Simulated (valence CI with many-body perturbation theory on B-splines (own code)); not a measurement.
Results of a calculation; reference values are marked as such.
La IX in three bases

Level of theory: valence CI with perturbative core correlation (CI+MBPT): three valence electrons over a frozen Dirac-Fock core [Kr] 4d10, a basis of 7 s, 7 p, 7 d, 7 f, 4 g, 2 h functions for each j, with the one-electron correlation potential Σ1 (screened to all orders), the two-electron term Σ2, the three-electron term Σ3, Breit, model QED; selected single and double excitations, second order for the rest, scaled by the run's own slope (own B-spline code, finite nucleus).

No measured levels were compared; by estimate levels hold to about 250 cm⁻¹ or 0.2 % of their energy and the worst to 1 %, as in measured heavy ions of charge 2 to 7; those with d or f electrons hold less well.

The reference run has the lowest level 5s²5p ²P°_1/2 and an ionisation energy of 120.578 eV. Its largest variational space holds 9885 state functions.

Names give the largest LS component (configuration and term), which can be under half, so a name can repeat, a term be missing and a line seem to break the LS rules; names also repeat where a configuration has a term twice. Letters in brackets count levels of one name in rising energy.

Changed runs:
A. basis 5 s, 5 p, 5 d, 5 f, 2 g
B. basis 4 s, 4 p, 4 d, 4 f

Excitation energies of the reference run in cm⁻¹, and shifts in cm⁻¹:

| Level | Reference | A | B |
| --- | --- | --- | --- |
| 5s²5p ²P°_3/2 | 28270 | -4.0 | -16 |
| 4f5s² ²F°_5/2 | 100159 | +334 | +1372 |
| 4f5s² ²F°_7/2 | 102067 | +336 | +1377 |
| 5s5p² ⁴P_1/2 | 127393 | -75 | -280 |
| 5s5p² ⁴P_3/2 | 143039 | -93 | -358 |
| 5s5p² ⁴P_5/2 | 153370 | -71 | -276 |
| 5s5p² ²D_3/2 | 174416 | +9.1 | +26 |
| 5s5p² ²D_5/2 | 184756 | -21 | -99 |
| 5s5p² ²P_1/2 | 191760 | +84 | +402 |
| 4f5s5p ⁴G_5/2 | 217511 | +174 | +604 |
| 4f5s5p ⁴F_7/2 [a] | 220054 | +172 | +613 |
| 5s5p² ²S_1/2 | 220717 | +97 | +451 |
| Ionisation energy (eV) | 120.578 | -0.015 | -0.046 |
